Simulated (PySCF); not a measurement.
GeH6SiTe, SMILES [SiH3][Te][GeH3].

The structure is a stationary point at PBE-D3(BJ)/def2-SVP. The structure was generated by enumeration, and PubChem lists no compound with its InChIKey, so it may never have been made. The def2 effective core potentials stand for the cores of Te; spin–orbit coupling is left out.

Calculation: PBE/def2-TZVP (PySCF).

The molecule is in vacuum.

**Question.** Estimate the frontier levels, gap, dipole moment and polarisability. (An estimate is asked for; the answer gives what the named calculation found.)

**Answer.** 
- highest occupied level: -5.46 eV
- lowest empty level: -1.80 eV
- orbital gap: 3.65 eV
- dipole moment: 0.63 D
- quadrupole, principal values (traceless, Buckingham form, about the centre of nuclear charge): -3.86, 0.36, 3.50 D·Å
- mean static polarisability: 105.0 bohr³ (15.56 Å³)
- polarisability, principal values: 79.8, 106.1, 129.1 bohr³
